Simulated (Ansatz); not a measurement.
Two isomers of CH9AlSi3: A = `C1[SiH2][AlH][SiH2][SiH2]1`, B = `[SiH3]C[SiH]1[AlH][SiH2]1`.

Gas-phase electronic energies from Ansatz, PBE0-D4/def2-TZVP geometries. CBS: MP2 limit from def2 TZ/QZ plus the TZ coupled-cluster correction, frozen cores. DFT in def2-TZVPP. B3LYP here is the variant with VWN-RPA as its local correlation; programs differ in this. One conformer a species, not always the lowest.

A:

```xyz
14

C     0.6269    1.2372   -0.6218
Si    1.7595    0.2338    0.5178
Al    0.2093   -1.2389    1.7392
Si   -1.8393   -0.8271    0.4566
Si   -0.7490    0.1809   -1.3627
H     0.1620    2.0344   -0.0304
H     1.2056    1.7202   -1.4148
H     2.6670   -0.5968   -0.3330
H     2.6354    1.1363    1.3217
H     0.4810   -2.2175    2.9600
H    -2.7274   -1.9611    0.0778
H    -2.6696    0.2154    1.1362
H    -0.1341   -0.9017   -2.1875
H    -1.6272    0.9849   -2.2593
```

B:

```xyz
14

Si   -1.419    1.360   -1.399
C    -1.428   -0.277   -0.486
Si    0.301   -0.808    0.025
Al    1.635   -2.115    1.536
Si    1.861    0.285    1.361
H    -0.904    2.433   -0.508
H    -2.789    1.734   -1.847
H    -0.539    1.271   -2.595
H    -2.054   -0.191    0.407
H    -1.862   -1.056   -1.121
H     1.123   -1.155   -1.187
H     2.074   -3.497    2.184
H     2.837    1.351    0.996
H     1.166    0.665    2.635
```

(1) Which is lower in electronic energy at CCSD(T)/CBS, and by how much? (An estimate is asked.)

(2) Give E(B) − E(A) in kcal/mol with B3LYP, PBE0-D4, B3LYP-D4, r2SCAN-D4, HF/def2-TZVPP, MP2/def2-TZVPP, CCSD(T)/def2-TZVPP. (Best estimate.)

Largest T1 diagnostic: 0.014.

Results:

(1) Ansatz gave: A, by 29.3 kcal/mol.

(2) Ansatz gave: B3LYP 27.6, PBE0-D4 29.1, B3LYP-D4 29.5, r2SCAN-D4 27.4, HF/def2-TZVPP 31.8, MP2/def2-TZVPP 28.3, CCSD(T)/def2-TZVPP 29.1. None reverses the order clearly.

In def2-TZVPP, CCSD(T) changes the Hartree–Fock value by −2.7 kcal/mol (the triples alone add −0.9 kcal/mol) and MP2 by −3.5 kcal/mol. The D4 term adds +1.9 kcal/mol with B3LYP and +0.9 kcal/mol with PBE0; it sums over pairs of atoms, weighted by their polarisabilities, and B3LYP, whose exchange is more repulsive, gets the larger term.
